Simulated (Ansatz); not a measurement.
Basis-set series for C$_{2}$H$_{6}$AlNO$_{3}$ (`CC#[N+][Al-]([OH])([OH])[OH]`). The species carries charge 0 and has multiplicity 1. The structure was optimised at the PBE0-D4/def2-TZVP level. It is one conformer, not always the lowest.

```xyz
13

C     0.791    2.753   -0.609
C     0.402    1.398   -0.309
N     0.093    0.325   -0.071
Al   -0.452   -1.572    0.348
O     0.072   -2.352   -1.090
O    -2.143   -1.354    0.549
O     0.478   -1.838    1.767
H     1.631    3.042    0.024
H     1.087    2.825   -1.657
H    -0.049    3.425   -0.424
H    -0.578   -2.715   -1.688
H    -2.530   -1.468    1.415
H     1.197   -2.467    1.744
```

```tsv
functional	basis	functions	energy (Eh)	HOMO (eV)	LUMO (eV)
PBE0-D4	def2-SVP	132	-601.99025	-7.23	-0.49
PBE0-D4	def2-TZVPP	312	-602.52226	-7.64	-0.61
ωB97M-V	def2-SVP	132	-602.36216	-9.69	1.77
ωB97M-V	def2-TZVPP	312	-602.90589	-10.14	1.55
```

Q: Give the rows for def2-QZVPP. (Estimate.)

A: Ansatz gave: 
```json
{"functional": "PBE0-D4", "basis": "def2-QZVPP", "functions": "592", "energy (Eh)": "-602.55215", "HOMO (eV)": "-7.74", "LUMO (eV)": "-0.67"}
{"functional": "ωB97M-V", "basis": "def2-QZVPP", "functions": "592", "energy (Eh)": "-602.93419", "HOMO (eV)": "-10.24", "LUMO (eV)": "0.71"}
```

Positive LUMOs are unbound and depend on the basis.
